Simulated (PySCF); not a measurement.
# Reading the logs of faulty runs: Al2BCH6 cation

These are calculations, not measurements. They come from PySCF 2.14.0, an open-source quantum chemistry program, on an isolated molecule that a program drew, which may never have been made. The molecule is Al2BCH6 cation (charge +1, singlet), drawn as the SMILES string `[BH2][Al]([CH3])[AlH+]`.

Each row is a Hartree-Fock (HF) and frozen-core CCSD(T) single point in the cc-pV(D+d)Z basis, meant for a local HF minimum. Run 1 is clean. Each other run has one planted mistake out of seven kinds, and not every kind appears here: one electron removed, one electron added, multiplicity raised by two, geometry at a saddle point, minimal basis STO-3G, one bond length entered in bohr, all coordinates scaled. The reference is restricted for singlets and unrestricted otherwise, and also for a bond in bohr. Adding or removing an electron swaps singlet and doublet. Electrons count all cores. HOMO and LUMO are orbital energies over both spins, the gradient is its largest component, and the lowest frequency (negative if imaginary) is given only where the gradient is small. Bond lengths are over the 9 bonds as drawn. T1 is the CCSD diagnostic: over 0.02 (restricted) or 0.045 (unrestricted) a single reference is doubtful.

Geometry of the clean run:
```xyz
10
Al2BCH6 cation, angstrom
B     0.5748   -0.3301   -0.6526
Al   -1.2900    0.2525    0.2286
C    -2.6054   -0.3714    1.5224
Al   -2.1393    2.6956   -0.7780
H     0.6015   -0.9647   -1.6670
H     1.6145    0.0011   -0.1611
H    -2.7124    0.3318    2.3555
H    -3.5947   -0.4872    1.0670
H    -2.3144   -1.3398    1.9390
H    -2.6352    4.0760   -1.3357
```

| run | electrons | basis functions | <S^2> | HOMO (eV) | LUMO (eV) | gradient (hartree/bohr) | lowest frequency (cm^-1) | mean bond (Å) | longest bond (Å) | T1 | HF (hartree) | CCSD(T) (hartree) | mistake |
|---|---|---|---|---|---|---|---|---|---|---|---|---|---|
| 1 | 42 | 104 | 0.000 | -14.00 | -4.63 | 3.3e-05 | 79 | 1.5682 | 2.775 | 0.0123 | -549.60544 | -550.00133 | no fault |
| 2 | 43 | 104 | 0.782 | -5.68 | 0.46 | 3.3e-02 | - | 1.5682 | 2.775 | 0.0213 | -549.79399 | -550.20571 | one electron added |
| 3 | 42 | 104 | 2.047 | -11.46 | -5.51 | 3.2e-02 | - | 1.5682 | 2.775 | 0.0267 | -549.50958 | -549.89925 | multiplicity raised by two |
| 4 | 41 | 104 | 0.819 | -19.26 | -11.86 | 6.2e-02 | - | 1.5682 | 2.775 | 0.0229 | -549.13020 | -549.50041 | ? |

**Which mistake was planted in run 4, and what did it cost?**

It counts 41 electrons, one fewer than the clean run, at the same geometry and basis. So the mistake is: one electron removed. Subtracting run 1 and multiplying by 627.51 kcal/mol a hartree, the energy moved by 298.2 kcal/mol in HF and 314.3 kcal/mol in CCSD(T).

